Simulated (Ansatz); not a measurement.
`[F][Sn]([F])([F])[GeH3]` + H₂S → `[F][Sn]([F])([F])[SH]` + GeH₄  (cleavage of the Sn–Ge bond)

Isolated molecules relaxed with PBE0-D4/def2-TZVP in Ansatz; ΔE leaves out vibrations. CCSD(T)/CBS adds triple-zeta CCSD(T) − MP2 to the extrapolated MP2 energy (def2 sets, frozen cores). This one scheme is used for every species. DFT in def2-TZVPP. B3LYP here is the variant with VWN-RPA as its local correlation; programs differ in this. Elements past krypton have def2 core potentials. For Ge, Sn outer-core shells are correlated without core-valence functions, which leaves a few kJ/mol of doubt a bond. Scalar relativity is left out up to krypton. Each species was taken in one conformer, which may not be the lowest.

(1) Is it downhill or uphill in electronic energy at CCSD(T)/CBS, and by how much? (Best estimate.)

(2) What do these levels give: PBE0-D4, B3LYP-D4, B2PLYP, BLYP, B3LYP, MP2/def2-SVP? (Estimate.)

Largest T1 diagnostic among the species: 0.015.

Results:

(1) Computed: Uphill: ΔE = +2.6 kcal/mol.

(2) The calculation gave: PBE0-D4 3.2, B3LYP-D4 3.7, B2PLYP 2.9, BLYP 4.3, B3LYP 3.9, MP2/def2-SVP 0.6 kcal/mol.

From BLYP to BHLYP (50 % exact exchange), in def2-TZVPP and without D4, ΔE moves by −1.3 kcal/mol. Leaving LDA and LC-ωPBE aside and taking each functional with its dispersion term where it has one, the values, not all of them listed here, spread over 4.6 kcal/mol, from B97M-V to BLYP-D4.
